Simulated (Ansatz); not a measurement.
Breaking the P1–O2 bond in PO (multiplicity 2 held). Energies count from the point at 1.480 Å.


Restricted levels (R-, RO-) in cc, def2 and unpolarised 6-31G sets keep to the state of the molecule at rest. Unrestricted levels (U-) break spin symmetry where that is lower. Active spaces are followed from rest. Curves can end on different states.

Correlated levels freeze the cores.

Run with Ansatz (Gaussian basis) for Hartree–Fock, density functionals and correlated methods. 

Energies in eV.

```
R (Å)  RO-PBE/cc-pV(T+d)Z  U-B3LYP/cc-pV(T+d)Z  U-CCSD(T)/cc-pV(T+d)Z  FIC-MRCISD+Q on CASSCF(11,8)/cc-pV(T+d)Z
-----  ------------------  -------------------  ---------------------  ----------------------------------------
1.184                5.39                 5.10                   5.28                                      5.30
1.332                1.05                 0.90                   0.98                                      0.99
1.480                0.00                 0.00                   0.00                                      0.00
1.628                0.37                 0.52                   0.53                                      0.42
1.776                1.31                 1.59                   1.56                                      1.35
1.998                2.96                 3.17                   3.18                                      2.87
2.220                4.49                 4.30                   4.34                                      4.10
2.590                6.47                 5.39                   5.35                                      5.19
2.960                7.78                 5.86                   5.62                                      5.54
3.404                8.72                 6.09                   5.70                                      5.65
3.996                9.35                 6.19                   5.72                                      5.68
4.735                9.74                 6.22                   5.73                                      5.69
5.919                9.90                 6.22                   5.73                                      5.69
```

Doubts at one or more of the structures used: a restricted determinant that unrestricted orbitals would lower (RO-PBE/cc-pV(T+d)Z); a spin-contaminated determinant (U-B3LYP/cc-pV(T+d)Z, U-CCSD(T)/cc-pV(T+d)Z); T1 above 0.05 (U-CCSD(T)/cc-pV(T+d)Z); the program's own flag: large difference (U-CCSD(T)/cc-pV(T+d)Z).

Ansatz is a program for electronic structure.
